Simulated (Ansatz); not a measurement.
Isolated molecules relaxed with PBE0-D4/def2-TZVP in Ansatz; ΔE leaves out vibrations. CCSD(T)/CBS is the MP2 limit (def2-TZVPP, def2-QZVPP) plus CCSD(T) − MP2 in def2-TZVPP, frozen cores. This one scheme is used for every species. DFT in def2-TZVPP. B3LYP here is the variant with VWN-RPA as its local correlation; programs differ in this. For Ge outer-core shells are correlated without core-valence functions, which leaves a few kJ/mol of doubt a bond. Scalar relativity is left out up to krypton. One conformer a species, not always the lowest.

Reaction (cleavage of the Al–B bond): `[BH2][AlH2]` + `N[SiH2][GeH3]` → `[AlH2][NH][SiH2][GeH3]` + BH₃

`[BH2][AlH2]`:

```xyz
6

B     0.529   -0.165    0.966
Al   -0.476    0.148   -0.868
H     1.108   -1.184    1.226
H     0.570    0.661    1.836
H     0.281    0.780   -2.121
H    -2.012   -0.241   -1.040
```

`N[SiH2][GeH3]`:

```xyz
10

N     0.708    1.433   -0.834
Si   -0.035    0.719    0.547
Ge   -0.537   -1.550    0.041
H     1.491    0.977   -1.273
H     0.801    2.435   -0.888
H    -1.280    1.482    0.827
H     0.776    0.743    1.804
H     0.726   -2.281   -0.454
H    -1.605   -1.664   -1.060
H    -1.045   -2.294    1.289
```

`[AlH2][NH][SiH2][GeH3]`:

Cartesian coordinates in Å:
```
Al 2.168 -0.110 -1.523
N 0.540 -0.568 -0.956
Si -0.060 -0.681 0.662
Ge -1.860 0.832 1.054
H 2.410 -0.071 -3.087
H 3.261 0.229 -0.434
H -0.144 -0.773 -1.674
H 1.070 -0.354 1.572
H -0.537 -2.057 0.987
H -3.001 0.585 0.046
H -1.401 2.292 0.883
H -2.446 0.676 2.469
```

BH₃:

Z-matrix (Å, degrees):
```
B
H 1 1.193
H 1 1.193 2 120.0
H 1 1.193 2 120.0 3 180.0
```

CCSD(T)/CBS gives -33.1 kcal/mol.

(1) Another level gave -31.5 kcal/mol. Which?
A. CCSD(T)/def2-TZVPP
B. PBE/def2-TZVPP
C. revPBE-D4/def2-TZVPP
D. B3LYP/def2-TZVPP

Largest T1 diagnostic among the species: 0.012.

Results:

(1) D. B3LYP -31.5, CCSD(T)/def2-TZVPP -33.3, revPBE-D4 -29.5, PBE -28.2 kcal/mol.

From PBE to PBE0 (25 % exact exchange), in def2-TZVPP and without D4, ΔE moves by −1.0 kcal/mol. Leaving LDA and LC-ωPBE aside and taking each functional with its dispersion term where it has one, the values, not all of them listed here, spread over 5.0 kcal/mol, from BHLYP-D4 to PBE-D4. The D4 term adds −1.5 kcal/mol with B3LYP and −0.9 kcal/mol with PBE0; it sums over pairs of atoms, weighted by their polarisabilities, and B3LYP, whose exchange is more repulsive, gets the larger term.
